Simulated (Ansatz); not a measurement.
Program: Ansatz.

Input file:

```yaml
accuracy: low
crystal:
  lattice:
    - [7.517293, 0.0, 0.0]
    - [0.0, 7.517293, 0.0]
    - [0.0, 0.0, 7.517293]
  atoms:
    - { symbol: "N", position: [-0.12362173, 0.50357352, 1.02238813] }
    - { symbol: "N", position: [-0.02883872, 0.48776878, 0.91169358] }
    - { symbol: "N", position: [0.20126431, 0.78508849, 1.02116112] }
    - { symbol: "N", position: [0.2353196, 0.77040356, 0.87477538] }
    - { symbol: "N", position: [0.17624795, 0.06729105, 0.27363422] }
    - { symbol: "N", position: [0.12056441, 0.05425914, 0.40327229] }
    - { symbol: "N", position: [0.14485816, 0.61236366, 0.38381263] }
    - { symbol: "N", position: [0.26085411, 0.67153829, 0.45593541] }
    - { symbol: S, position: [0.87093985, -0.07593885, 0.83276674] }
    - { symbol: H, position: [1.00875411, 0.04646571, 0.84182926] }
    - { symbol: H, position: [0.92909582, -0.08936741, 0.65161515] }
    - { symbol: S, position: [0.68630732, 0.87454157, 0.2681041] }
    - { symbol: H, position: [0.62117772, 0.7293695, 0.21036494] }
    - { symbol: H, position: [0.5938668, 0.90542722, 0.41735548] }
    - { symbol: S, position: [0.39063281, 0.27006983, 0.94433232] }
    - { symbol: H, position: [0.33160937, 0.43028925, 0.89655948] }
    - { symbol: H, position: [0.29570746, 0.16880032, 0.84100704] }
    - { symbol: S, position: [0.69975177, 0.36076545, 0.48038022] }
    - { symbol: H, position: [0.71870396, 0.34202003, 0.6665027] }
    - { symbol: H, position: [0.79963314, 0.51267177, 0.45762821] }
total_charge: 7
basis:
  ecutwfc: 420.0
kpoints:
  mp_grid: { grid: [1, 1, 1] }
hamiltonian:
  xc: pbe
  dispersion: d3bj
scf:
  occupations: { method: fermi_dirac, width: 0.02 }
  lower_state_search: "off"
  max_iter: 87
md:
  timestep: 0.5
  n_steps: 25
  ensemble: nvt_langevin
  temperature: 700.0
  initial_velocities: maxwell_boltzmann
  seed: 510417
  friction: 0.02
```

Run as:

```bash
$ ansatz run input.yaml --threads 1 --pin off --max-ram 3072MiB --backend cpu --events-out ev --progress --plain --runs-dir out
```

Question: What happens when this is run, and what is wrong with the input?

Answer: The run went to its last step.

```
md step     0: t =     0.00 fs  T =   665.0 K  F+E_penalty+E_count = -6782.34174448 eV  E_kin = 1.719158 eV  (30 SCF iters)
md step     1: t =     0.50 fs  T =   634.0 K  F+E_penalty+E_count = -6782.36236612 eV  E_kin = 1.638995 eV  (13 SCF iters)
md step     2: t =     1.00 fs  T =   698.7 K  F+E_penalty+E_count = -6782.43180270 eV  E_kin = 1.806203 eV  (15 SCF iters)
md step     3: t =     1.50 fs  T =   722.8 K  F+E_penalty+E_count = -6782.52887997 eV  E_kin = 1.868701 eV  (15 SCF iters)
md step     4: t =     2.00 fs  T =   693.7 K  F+E_penalty+E_count = -6782.61324818 eV  E_kin = 1.793265 eV  (15 SCF iters)
md step     5: t =     2.50 fs  T =   704.9 K  F+E_penalty+E_count = -6782.66038896 eV  E_kin = 1.822385 eV  (10 SCF iters)
md step     6: t =     3.00 fs  T =   693.9 K  F+E_penalty+E_count = -6782.67002614 eV  E_kin = 1.793885 eV  (10 SCF iters)
md step     7: t =     3.50 fs  T =   661.2 K  F+E_penalty+E_count = -6782.64536809 eV  E_kin = 1.709360 eV  (11 SCF iters)
md step     8: t =     4.00 fs  T =   631.1 K  F+E_penalty+E_count = -6782.60025145 eV  E_kin = 1.631498 eV  (10 SCF iters)
md step     9: t =     4.50 fs  T =   632.5 K  F+E_penalty+E_count = -6782.54996010 eV  E_kin = 1.635242 eV  (9 SCF iters)
md step    10: t =     5.00 fs  T =   584.1 K  F+E_penalty+E_count = -6782.50673644 eV  E_kin = 1.510092 eV  (14 SCF iters)
md step    11: t =     5.50 fs  T =   559.3 K  F+E_penalty+E_count = -6782.47993462 eV  E_kin = 1.445837 eV  (8 SCF iters)
md step    12: t =     6.00 fs  T =   522.8 K  F+E_penalty+E_count = -6782.47638529 eV  E_kin = 1.351462 eV  (11 SCF iters)
md step    13: t =     6.50 fs  T =   539.6 K  F+E_penalty+E_count = -6782.50509857 eV  E_kin = 1.394879 eV  (11 SCF iters)
md step    14: t =     7.00 fs  T =   559.9 K  F+E_penalty+E_count = -6782.56208514 eV  E_kin = 1.447416 eV  (11 SCF iters)
md step    15: t =     7.50 fs  T =   616.6 K  F+E_penalty+E_count = -6782.63597119 eV  E_kin = 1.593976 eV  (11 SCF iters)
md step    16: t =     8.00 fs  T =   688.0 K  F+E_penalty+E_count = -6782.72480435 eV  E_kin = 1.778499 eV  (11 SCF iters)
md step    17: t =     8.50 fs  T =   783.0 K  F+E_penalty+E_count = -6782.82393610 eV  E_kin = 2.024160 eV  (11 SCF iters)
md step    18: t =     9.00 fs  T =   809.4 K  F+E_penalty+E_count = -6782.92020751 eV  E_kin = 2.092366 eV  (9 SCF iters)
md step    19: t =     9.50 fs  T =   829.8 K  F+E_penalty+E_count = -6783.00239871 eV  E_kin = 2.145299 eV  (11 SCF iters)
md step    20: t =    10.00 fs  T =   859.5 K  F+E_penalty+E_count = -6783.06401002 eV  E_kin = 2.221875 eV  (14 SCF iters)
md step    21: t =    10.50 fs  T =   858.8 K  F+E_penalty+E_count = -6783.10495756 eV  E_kin = 2.220103 eV  (10 SCF iters)
md step    22: t =    11.00 fs  T =   804.5 K  F+E_penalty+E_count = -6783.12241100 eV  E_kin = 2.079730 eV  (9 SCF iters)
md step    23: t =    11.50 fs  T =   813.1 K  F+E_penalty+E_count = -6783.11837904 eV  E_kin = 2.102125 eV  (10 SCF iters)
md step    24: t =    12.00 fs  T =   814.6 K  F+E_penalty+E_count = -6783.10357764 eV  E_kin = 2.105828 eV  (10 SCF iters)
md step    25: t =    12.50 fs  T =   752.4 K  F+E_penalty+E_count = -6783.09518211 eV  E_kin = 1.945129 eV  (15 SCF iters)
```
